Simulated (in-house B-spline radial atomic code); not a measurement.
**Solving the quasi-particle equation for 3d up of Cr+**

Configuration [Ar] 3d5, highest spin, start PBE, empty levels kept to 333.33 hartree. Computed with an all-electron radial atomic-structure program (B-spline basis): all electrons, scalar-relativistic (spin-free one-electron X2C), finite nucleus, each spin shell either full or empty, empty states to l = 9 with an (l + 1/2)⁻⁴ tail; G0W0 by contour deformation at full frequency.

At the mean-field level ε = -10.928 eV the matrix elements are Σx = -33.113 eV, v_xc = -25.796 eV and Σc(ε) = 1.072 eV, and the slope of the correlation self-energy is dΣc/dω = -0.2870. The quasi-particle energy solves E = ε + Σx − v_xc + Σc(E).

(1) What does the linearised equation give?

(2) How does that compare with the full solution and with static screening?

Results:

(1) Z = 1/(1 − dΣc/dω) = 1/1.2870 = 0.7770. The first-order shift is Σx − v_xc + Σc(ε) = -33.113 − (-25.796) + (1.072) = -6.245 eV, so E ≈ ε + Z × shift = -10.928 + 0.7770 × (-6.245) = -15.780 eV.

(2) Solving the equation at full frequency dependence gives E = -15.881 eV, where Σc = 2.364 eV and the weight is 0.707; the linearised value is off by 101 meV; so low a weight means that a satellite takes much of the strength. Leaving Z out would give -17.173 eV. Static COHSEX puts -2.777 eV in place of Σc and gives -21.022 eV, 5.14 eV deeper. The tabulated removal energy is 16.486 eV (NIST, measured); the run leaves out spin-orbit coupling, Breit and QED terms.
